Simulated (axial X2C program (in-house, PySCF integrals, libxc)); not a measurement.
# Worked dissociation energy of RbSe: CCSD(T), with spin–orbit coupling

Calculated with an in-house all-electron X2C program for linear molecules (integrals from PySCF). Two-component (2c) means X2C with spin–orbit coupling and atomic mean-field two-electron Coulomb and Gaunt terms. Basis: Rb dyall-cv3z [12s13p8d4f1g], Se dyall-cv3z [8s9p6d4f1g] (cores contracted in-house); Gaussian nuclei, density fitting, unrestricted open shells. Masses: Rb 84.912 u, Se 79.917 u.

Molecular state: Ω = 3/2 (⟨Sz⟩ = 0.50, ⟨Lz⟩ = 1.00 at HF).

Correlated methods: 15 electrons correlated (number of frozen shells: Rb 3 s, 2 p, 1 d; Se 3 s, 2 p, 1 d), 277 virtual spin orbitals or spinors in MP2, 136 natural virtuals in coupled cluster.

* E(Rb) (2M_J = 1): -2978.287803 hartree
* E(Se) (2M_J = 4): -2427.456713 hartree
* E(RbSe) at Re: -5405.827334 hartree
* ωe: 152.5 cm⁻¹
* ωexe: 0.384 cm⁻¹

Problem. Work out De and D0.

Solution. De = -2978.287803 + (-2427.456713) − (-5405.827334) = 0.08282 hartree = 2.254 eV. The zero-point energy is ωe/2 − ωexe/4 = 76 cm⁻¹ = 0.009 eV, so D0 = 2.244 eV.

The state is a single determinant with fixed occupations, the lowest that a limited PBE0 search found. De is counted from the lowest determinant-based energies of the atoms at the same level, without counterpoise correction. Coupled cluster ran in a truncated set of natural virtual spinors; the MP2 energy of the rest was added. (T) has no such correction and the atoms are truncated less, which lowers De at CCSD(T) by a hundredth of an eV or more. Other states lie close and PBE0, whose exact exchange favours high spin, may order them wrongly; the determinant shown need not be the ground state. The nearest other 2c determinant of the search, Ω = 1/2, lies 0.16 eV up at the distance of the search.

Each atomic determinant is the lowest at this level and need not be a pure J level. Totals compare only within one Hamiltonian and basis.
